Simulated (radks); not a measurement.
The numbers below are computed, except where a source is named.
Problem. Valence configurations of Si3+ (all share [Ne]). Level of theory: non-relativistic Kohn-Sham, PBEsol, spin-polarised, spherical densities, point nucleus; open shells are filled with parallel spins first (a radial shooting solver on a logarithmic mesh with Libxc functionals). Order these by energy: 3s1; 3p1; 3s0.5 3p0.5.

Solution. From the lowest, in eV above it: 3s1 0.000; 3s0.5 3p0.5 4.326; 3p1 8.643. NIST lists [Ne] 3s1 as the ground configuration; this level of theory agrees among the configurations tried. The energies are those of spherical high-spin densities, not of single terms.
